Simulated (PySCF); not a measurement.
WSCl₃, SMILES [S]=[W+]([Cl])([Cl])[Cl], charge +1, multiplicity 1. Atoms are numbered in the order given.

```xyz
5

W      0.0000     0.0000     0.0047
S      0.0000     0.0000    -2.0865
Cl     1.8362     1.0601     0.6478
Cl    -1.8362     1.0601     0.6478
Cl     0.0000    -2.1202     0.6478
```
Charge +1, spin multiplicity 1.

The structure is a stationary point at B3LYP-D3(BJ)/def2-SVP. The spin state was assumed, not searched. The isomer is the one that the SMILES or the coordinates give; other isomers of the formula were not compared. The def2 effective core potentials stand for the cores of W; spin–orbit coupling is left out.

Computed with TDDFT-LC-ωPBE/def2-SVPD in PySCF.

Vertical excitations; the highest root listed may be one member of a degenerate set. Gas-phase values at a fixed geometry. State labels are in the subgroup Cs.

```
state  symmetry  energy (eV)  λ (nm)      f                                                              main pairs
-----  --------  -----------  ------  -----  ----------------------------------------------------------------------
S1           A"         3.04     408  0.000                                      HOMO→LUMO 46 %, HOMO−1→LUMO+1 46 %
S2           A"         3.40     365  0.005                               HOMO−1→LUMO+1, HOMO→LUMO (degenerate set)
S3           A'         3.40     365  0.005                               HOMO−1→LUMO, HOMO→LUMO+1 (degenerate set)
S4           A'         3.97     313  0.020  HOMO→LUMO+1 40 %, HOMO−1→LUMO 40 %, HOMO→LUMO+2 8 %, HOMO−1→LUMO+3 8 %
S5           A"         4.40     282  0.000                                    HOMO−1→LUMO+2 43 %, HOMO→LUMO+3 43 %
S6           A'         4.59     270  0.000                             HOMO−1→LUMO+3, HOMO→LUMO+2 (degenerate set)
S7           A"         4.59     270  0.000                             HOMO→LUMO+3, HOMO−1→LUMO+2 (degenerate set)
S8           A"         4.72     263  0.001                                            HOMO−3→LUMO (degenerate set)
S9           A'         4.72     263  0.001                                          HOMO−3→LUMO+1 (degenerate set)
S10          A"         4.94     251  0.004                                  HOMO−2→LUMO+1 50 %, HOMO−1→LUMO+4 43 %
T1           A'         2.53     490      0  HOMO→LUMO+1 36 %, HOMO−1→LUMO 36 %, HOMO→LUMO+2 9 %, HOMO−1→LUMO+3 9 %
T2           A"         2.79     445      0                               HOMO→LUMO, HOMO−1→LUMO+1 (degenerate set)
T3           A'         2.79     445      0                               HOMO−1→LUMO, HOMO→LUMO+1 (degenerate set)
T4           A"         3.07     404      0                                      HOMO−1→LUMO+1 47 %, HOMO→LUMO 47 %
```
Triplets are in the Tamm–Dancoff approximation, which puts them higher than full response would, so one can lie above its singlet here.
